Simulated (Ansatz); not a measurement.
Single points on Ir(PH3)2H5 (P2IrH11).

```yaml
crystal:
  periodic: [false, false, false]
  atoms:
    - {symbol: Ir, position_ang: [0.001272, 0.000041, -0.000001]}
    - {symbol: P, position_ang: [-0.004217, -0.012774, 2.295420]}
    - {symbol: H, position_ang: [0.820191, -0.950915, 2.991227]}
    - {symbol: H, position_ang: [-1.228582, -0.265204, 2.989007]}
    - {symbol: H, position_ang: [0.389294, 1.165473, 3.003375]}
    - {symbol: P, position_ang: [0.003107, 0.012759, -2.295441]}
    - {symbol: H, position_ang: [-0.875246, 0.901161, -2.990717]}
    - {symbol: H, position_ang: [-0.323733, -1.187355, -3.000170]}
    - {symbol: H, position_ang: [1.208860, 0.335206, -2.992833]}
    - {symbol: H, position_ang: [1.653464, -0.004583, 0.019071]}
    - {symbol: H, position_ang: [0.518315, 1.569169, -0.011767]}
    - {symbol: H, position_ang: [-1.331555, 0.976143, 0.021719]}
    - {symbol: H, position_ang: [-1.338910, -0.966720, -0.015598]}
    - {symbol: H, position_ang: [0.507719, -1.572400, -0.013281]}
basis:
  gaussian: {orbitals: def2-TZVP, initial_orbitals: start.molden}
hamiltonian: {xc: {name: r2SCAN0}, dispersion: d4}
scf: {omitted_lower_state_checks: [starts]}
output: {orbitals: {seedname: orbitals}}
```

The file start.molden holds the orbitals of an earlier run on this structure, at another level or in another basis.

```sh
$ ansatz run in.yaml --threads 2 --pin off --events-out ev --progress --plain --max-ram 4352MiB
```

Output, abridged:

```
Functional definition: r2SCAN0
1459 factors; their error is unknown
mean field evaluation 1: about -21596.2407 eV, gradient 6.4e0 eV
mean field evaluation 2: about -21596.2715 eV, gradient 3.1e-2 eV
mean field evaluation 4: about -21596.3012 eV, gradient 2.6e-5 eV
mean field -21596.30119723 eV, -793.6494304996 hartree, gradient 8.1e-5 eV, S^2 0.000000; 0 other end points of the search recorded, 0 dependent functions left out
reference -21596.30120980 eV, -793.6494309615 hartree; 29, 29 occupied and 151, 151 virtual orbitals, 1459 factors
Total energy: -21596.41298498 eV, -793.6535386236 hartree
Checks for a lower state left out: starts
```

Run time 7.5 s (2 threads of Arm Neoverse V1 on a shared host).

Geometry: PBE-D4/def2-SVP.

In the def2 sets Ir takes a core potential; there is no spin–orbit coupling.
